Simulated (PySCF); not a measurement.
C₂H₅F₂NSi. Atoms are numbered in the order given.

```xyz
11

C     -3.0087    -0.2399    -0.2015
C     -1.5941    -0.0647     0.2352
N     -0.6374     0.1668    -0.5743
Si     1.0114     0.3721    -0.1370
F      1.8730    -0.8111    -0.8131
F      1.2309     0.2331     1.4639
H     -3.3790    -1.2290     0.1187
H     -3.6526     0.5028     0.3005
H     -3.0975    -0.1403    -1.2915
H     -1.4297    -0.1532     1.3349
H      1.5430     1.6711    -0.5836
```

Geometry optimised at r2SCAN-D4/def2-SVP. The structure was generated by enumeration; whether it is a known compound was not checked. Other conformers were not sampled.

Computed with PBE/def2-TZVP (PySCF).

Atomic charges (e):

| atom | meta-Löwdin | Löwdin |
|---|---|---|
| C1 | -0.37 | -0.29 |
| C2 | 0.11 | ___ |
| N3 | -0.49 | ___ |
| Si4 | 1.32 | -0.03 |
| F5 | -0.47 | ___ |
| F6 | -0.49 | ___ |
| H7 | 0.14 | 0.14 |
| H8 | 0.14 | 0.14 |
| H9 | 0.14 | 0.13 |
| H10 | 0.09 | ___ |
| H11 | -0.12 | -0.04 |

Task: Some entries are withheld; supply them. (The exact figures need the calculation; the answer reports its results.)

Result: 
- C2, Löwdin: -0.24
- N3, Löwdin: 0.02
- F5, Löwdin: 0.03
- F6, Löwdin: 0.02
- H10, Löwdin: 0.12

Computed Mayer and Wiberg (Löwdin basis) orders of the bonds:
| bond | Mayer | Wiberg |
|---|---|---|
| C1–C2 | 0.99 | 1.36 |
| C2–N3 | 1.92 | 2.26 |
| N3–Si4 | 1.18 | 1.38 |
| Si4–F5 | 1.16 | 1.74 |
| Si4–F6 | 1.12 | 1.71 |
| C1–H7 | 0.93 | 0.87 |
| C1–H8 | 0.93 | 0.88 |
| C1–H9 | 0.95 | 0.89 |
| C2–H10 | 0.94 | 0.84 |
| Si4–H11 | 0.94 | 0.92 |
